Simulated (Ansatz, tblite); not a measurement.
Forces on SbMe3 (C3H9Sb) at its PBE0-D4/def2-SVP geometry. The state is a singlet with charge 0.

In the def2 sets Sb takes a core potential; there is no spin–orbit coupling. The xTB rows come from tblite.

GFN1-xTB (tblite), largest force 0.46 eV/Å:

```xyz
13
positions Å, forces eV/Å
Sb    1.125    0.073    0.416    0.432    0.028    0.160
C     0.360    1.437   -1.092   -0.123    0.157   -0.191
H     0.431    2.472   -0.728   -0.086   -0.362   -0.226
H    -0.690    1.203   -1.318    0.388    0.190   -0.007
H     0.958    1.348   -2.010   -0.302    0.099    0.299
C    -0.604    0.278    1.715   -0.236    0.023    0.140
H    -1.531    0.175    1.133    0.272    0.057    0.331
H    -0.589    1.265    2.202   -0.108   -0.396   -0.147
H    -0.576   -0.496    2.496   -0.113    0.326   -0.267
C     0.373   -1.707   -0.576   -0.122   -0.212   -0.127
H     0.427   -2.565    0.110   -0.078    0.267   -0.336
H     0.988   -1.928   -1.460   -0.309    0.007    0.308
H    -0.671   -1.556   -0.888    0.386   -0.183    0.064
```

GFN2-xTB (tblite), largest force 0.50 eV/Å:

```
Sb 0.001 0.000 0.000
C -0.138 0.248 -0.277
H -0.050 -0.466 -0.168
H 0.457 0.108 0.094
H -0.285 0.038 0.406
C -0.315 0.038 0.238
H 0.400 0.046 0.259
H -0.023 -0.443 -0.225
H -0.029 0.346 -0.357
C -0.137 -0.327 -0.179
H -0.041 0.384 -0.314
H -0.293 0.099 0.390
H 0.454 -0.072 0.133
```

ωB97X-V/def2-TZVP (Ansatz), largest force 0.59 eV/Å:

```
Sb -0.554 -0.036 -0.205
C 0.065 -0.025 0.050
H -0.022 -0.226 -0.088
H 0.237 0.044 0.058
H -0.139 0.025 0.198
C 0.085 -0.001 -0.008
H 0.215 0.022 0.121
H -0.013 -0.219 -0.105
H -0.016 0.173 -0.170
C 0.065 0.040 0.039
H -0.017 0.184 -0.158
H -0.143 0.042 0.192
H 0.235 -0.023 0.075
```
